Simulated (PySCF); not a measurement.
C₄H₄S₃.
SMILES: `Sc1csc(S)c1`

Method: TDDFT CAM-B3LYP/def2-SVPD, vertical, gas phase, core orbitals frozen in the response in PySCF 2.14.0, density-fitted response routines. One conformer (not necessarily the lowest) at the GFN2-xTB geometry, without solvent, vibrations or thermal averaging. Torsions of this conformer, `[SH:1][c:2]1[cH:3][s:4][c:5]([SH:6])[cH:7]1`: H–S1–C2–C3 180°, H–S6–C5–S4 180°.

| state | E (eV) | ν̃ (cm⁻¹) | f | symmetry | main configurations (H = HOMO, L = LUMO) |
| --- | --- | --- | --- | --- | --- |
| S1 | 4.78 | 38590 | 0.0015 | – | H→L+1 (61%), H→L+3 (9%), H-1→L+1 (9%) |
| S2 | 4.80 | 38740 | 0.110 | A′ | H→L (96%) |
| S3 | 4.96 | 40010 | 0.0014 | – | H→L+2 (61%), H→L+3 (10%) |
| S4 | 5.41 | 43600 | 0.0006 | – | H→L+3 (27%), H-1→L+1 (18%), H→L+5 (13%) |
| S5 | 5.52 | 44550 | 0.162 | A′ | H-1→L (87%) |
| S6 | 5.66 | 45650 | 0.0052 | A″ | H→L+3 (26%), H-1→L+3 (25%), H→L+1 (16%) |
| S7 | 5.81 | 46890 | 0.0071 | A″ | H-1→L+2 (40%), H→L+4 (30%) |
| S8 | 5.94 | 47910 | 0.0051 | A″ | H→L+4 (20%), H-1→L+2 (15%), H→L+7 (14%) |

Triplets, Tamm–Dancoff:

```json
{"state": "T1", "E (eV)": "3.28", "λ (nm)": "378.3", "main configurations (H = HOMO, L = LUMO)": "H→L (85%)"}
{"state": "T2", "E (eV)": "4.33", "λ (nm)": "286.5", "main configurations (H = HOMO, L = LUMO)": "H-1→L (76%)"}
{"state": "T3", "E (eV)": "4.50", "λ (nm)": "275.5", "main configurations (H = HOMO, L = LUMO)": "H→L+1 (55%), H→L+3 (12%), H-1→L+1 (9%)"}
```

The lowest singlet comes at 259 nm (462 kJ/mol) in the ultraviolet; it is very weak; its leading configuration is HOMO→LUMO+1 (61%). The most intense listed level is S5 at 5.52 eV (224 nm, f = 0.162), 0.74 eV above S1. Löwdin shares by element: HOMO sulfur 38% or more, carbon 34% or more (atoms not listed hold the other 29%); LUMO carbon 50% or more, sulfur 20% or more (atoms not listed hold the other 29%). Orbital energies (eV): HOMO-3 -10.74, HOMO-2 -9.64, HOMO-1 -8.18, HOMO -7.30, LUMO 0.25, LUMO+1 0.60, LUMO+2 0.69. The listed states span 1.16 eV, and the widest gap between neighbours is 0.44 eV (S3 to S4). Of the 8 states listed, 2 reach f = 0.01 and none stays under 0.0005. Symmetry labels in Cs follow from the direction of the transition dipole and are given only for states with f of 0.002 or more. Only the lowest 8 singlets were computed, as vertical energies without vibronic structure.
